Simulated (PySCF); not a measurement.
A species of formula C5H6F3P has this rotational fingerprint, computed with PBE0/pcSseg-1 in PySCF (dipole) on a GFN2-xTB geometry, gas phase:

* Rotational constants: A = 2175, B = 1020, C = 928.7 MHz
* Dipole components: |μa| = 1.70 D, |μb| = 0.40 D, |μc| = 0.05 D
* Inertial defect: -183.79 u·Å²
* κ: -0.85

Task: Which candidate fits, each taken in the one conformer that was computed?
A. `[CH2:1]=[C:2]([CH3:3])/[P:4]=[CH:5]\[C:6]([F:7])([F:8])[F:9]` with C1–C2–P4–C5 78°
B. `[CH:1]#[C:2][CH2:3][P:4]([CH3:5])[C:6]([F:7])([F:8])[F:9]` with C2–C3–P4–C5 73°
C. `[CH2:1]=[C:2]([CH3:3])[PH:4][C:5]([F:6])=[C:7]([F:8])[F:9]` with C1–C2–P4–C5 100°, C2–P4–C5–F6 75°

Result: A. It is C=C(C)/P=C\C(F)(F)F, an asymmetric top, point group C1. The candidates at the same level (rigid rotor, commonest isotopes):

```csv
SMILES,A (MHz),B (MHz),C (MHz),μa (D),μb (D),μc (D),Δ (u·Å²),point group,rotor
C#CCP(C)C(F)(F)F,2693,836.9,759.5,1.70,0.89,0.69,-126.09,C1,near-prolate asymmetric top
C=C(C)/P=C\C(F)(F)F,2175,1020,928.7,1.70,0.40,0.05,-183.79,C1,asymmetric top
C=C(C)PC(F)=C(F)F,2160,858.2,746.5,1.52,0.92,0.51,-145.83,C1,asymmetric top
```

`C=C(C)PC(F)=C(F)F` has C 20 % too low; `C#CCP(C)C(F)(F)F` has A 24 % too high. No structure here is proved a minimum.
